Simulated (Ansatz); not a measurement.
Several settings on one geometry of Si₆O₁₉H₁₄, a hydroxylated oxide cluster (that of the charge 0 singlet, PBE-D4/def2-SVP). Ansatz on 4 threads of AMD EPYC 7R13 on a shared host and a share (37 GiB) of an NVIDIA H100 80GB HBM3; times are rough.

```xyz
39

Si    1.248   -0.016    0.443
Si   -0.843    1.717   -1.146
Si   -0.493   -1.421    2.454
Si    1.905   -1.509   -2.126
Si    1.410    2.641    1.857
Si   -2.208   -2.280   -0.037
O    -0.869   -2.523   -1.025
O     0.473   -0.997   -2.857
O     2.185   -0.491   -0.817
O     3.247   -1.301   -3.073
O     1.699   -3.089   -1.726
O    -3.340   -1.369   -0.817
O    -2.343    1.138   -1.571
O    -1.027    3.182   -0.386
O     0.068    1.799   -2.560
O    -0.207    0.598   -0.127
O    -2.819   -3.766    0.382
O    -1.768   -1.593    1.406
O    -0.682   -0.146    3.475
O     0.898   -1.199    1.514
O    -0.298   -2.788    3.362
O     2.034    1.255    1.197
O    -0.171    2.407    2.343
O     1.339    3.840    0.664
O     2.370    3.190    3.077
H    -0.737   -1.886   -1.773
H     0.380   -0.021   -2.978
H     3.404   -2.039   -3.689
H     0.803   -3.227   -1.323
H    -3.061   -0.455   -1.051
H    -2.911    1.741   -2.081
H    -0.190    3.678   -0.177
H     0.917    2.272   -2.501
H    -3.072   -4.321   -0.375
H    -0.604    0.762    3.102
H    -0.871   -3.516    3.064
H    -0.818    2.649    1.640
H     1.992    4.556    0.754
H     2.959    2.529    3.481
```

Totals from different functionals, basis sets or treatments of relativity can't be compared as stabilities.

The 6-31G sets use Cartesian d functions. HSE06 is defined as in plane-wave codes, on full-range PBE exchange. Correlated methods freeze 49 core orbitals.

The spins typed aren't always the lowest for that charge.

Question: Give the basis size and estimate the energy, ⟨S²⟩ and time of these runs.

```json
{"run": "1", "method": "ROKS B97/def2-mTZVP", "charge": "-1", "state": "doublet", "further keys": "fitting: {mean_field: def2-universal-jkfit}; scf: {lower_state_search: full}; forces asked"}
{"run": "2", "method": "RKS PBE0, rpa/def2-SVPD", "charge": "0", "state": "singlet", "further keys": "fitting: {mean_field: def2-universal-jkfit}; point_charges: [{charge: 0.50, position_ang: [6.122, 0.818, 0.928]}]"}
{"run": "3", "method": "UKS HSE06/6-31++G**", "charge": "0", "state": "singlet", "further keys": "fitting: {mean_field: def2-universal-jkfit}; scf: {omitted_lower_state_checks: [starts]}"}
```

Answer: 
```
run  functions  energy (Eh)  ⟨S²⟩  wall time
  1        630   -3175.7437     –       77 s
  2        693   -3169.5926     –       19 s
  3        583   -3173.5640  0.00       16 s
```

The highest occupied level of an anion often lies above zero with these methods, and sets without diffuse functions describe the outer electron poorly.
